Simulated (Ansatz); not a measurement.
`C[Si](N)(F)Cl` + CH₃OH → `CO[Si](N)(F)Cl` + CH₄ at 700 K and 1 bar (ligand exchange at the Si–C bond).

Program: Ansatz. Geometries: PBE0-D4/def2-TZVP. ΔE: electronic, gas phase. CCSD(T)/CBS adds triple-zeta CCSD(T) − MP2 to the extrapolated MP2 energy (def2 sets, frozen cores). This one scheme is used for every species. Each species was taken in one conformer, which may not be the lowest.

```csv
species,CCSD(T)/CBS energy (Eh),H − E (kJ/mol),S (J/(mol·K))
`C[Si](N)(F)Cl`,-944.59780,258.5,471.9
CH₃OH,-115.61712,170.8,288.5
`CO[Si](N)(F)Cl`,-1019.79558,283.2,519.5
CH₄,-40.46206,145.9,224.0
```

H − E and S are ideal-gas, rigid-rotor, harmonic terms from PBE0-D4/def2-TZVP, for one conformer and one mirror image of each species. 1 Eh = 2625.50 kJ/mol, R = 8.31446 J/(mol·K).

By hand: ΔE, ΔH, ΔS and ΔG.

ΔE = (-1019.79558) + (-40.46206) − (-944.59780) − (-115.61712) = -0.04272 Eh = -112.2 kJ/mol. Δ(H − E) = 283.2 + 145.9 − 258.5 − 170.8 = -0.2, so ΔH = -112.4 kJ/mol. ΔS = 519.5 + 224.0 − 471.9 − 288.5 = -16.9 J/(mol·K). ΔG = -112.4 − 700 × (-16.9)/1000 = -100.6 kJ/mol.

By hand: the equilibrium constant, and the temperature at which ΔG would vanish if ΔH and ΔS stayed fixed.

log₁₀ K = −ΔG/(RT ln 10) = 7.5. ΔG = 0 at ΔH/ΔS = 6651 K, far beyond where these terms or the molecules hold.

ΔH outweighs TΔS. A doubt of 5 kJ/mol in ΔE shifts log₁₀ K by 0.4 here. Other conformers and mirror images would add mixing entropy, several J/(mol·K) or more a flexible species. These are equilibria of isolated gas molecules and say nothing of rates. Largest T1 diagnostic: 0.010 (customary marks: 0.02 for closed shells, 0.045 for open ones).
